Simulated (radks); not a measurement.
Q: Species: Yb2+. Configuration: [Kr] 4d10 4f14 5p6 5d2 (not the ground configuration). Method: scalar-relativistic Kohn-Sham, r2SCAN, spin-polarised, spherical densities, finite nucleus; open shells are filled with parallel spins first (spin-orbit coupling, left out, can overturn this in heavy ions); meta-GGA in the generalised Kohn-Sham scheme; Fermi nuclear charge, rms radius 5.3108 fm; computed with a radial shooting solver on a logarithmic mesh with Libxc functionals. Some entries of the table are withheld. Estimate them.

orbital,occ.,eigenvalue (hartree),<1/r> (bohr^-1),<r^2> (bohr^2)
1s down,1,-2254.098,80.62,0.0005301
1s up,1,-2254.098,80.62,0.0005301
2s up,1,-383.4889,18.81,0.008208
2s down,1,-383.4850,18.81,0.008208
2p up,3,-337.9860,17.26,0.006716
2p down,3,-337.9831,17.26,0.006716
3s down,1,-87.39696,6.962,0.05355
3s up,1,-87.39573,6.962,0.05355
3p down,3,-73.61147,6.474,0.05411
3p up,3,-73.61054,6.474,0.05411
3d up,5,-56.80907,6.123,0.04511
3d down,5,-56.80805,6.122,0.04511
4s up,1,-18.04939,2.927,0.2692
4s down,1,-18.04895,2.926,0.2693
4p up,3,-13.50905,2.672,0.3059
4p down,3,-13.50900,2.672,0.3059
4d up,5,-7.50131,2.361,0.3648
4d down,5,-7.50072,2.362,0.3646
5s up,0,-2.87642,1.105,1.615
5s down,0,-2.84070,1.114,1.590
5p up,3,-1.81947,(1),2.239
5p down,3,-1.76800,(2),2.189
4f up,7,-0.94060,1.761,0.7495
4f down,7,-0.93173,1.774,0.7207
5d up,2,-0.63502,0.6003,5.316
5d down,0,-0.55980,0.6056,5.345
6p up,0,-0.42473,0.3307,(3)

A: 
(1) 5p up <1/r> (bohr^-1): 0.9250
(2) 5p down <1/r> (bohr^-1): 0.9365
(3) 6p up <r^2> (bohr^2): 16.32
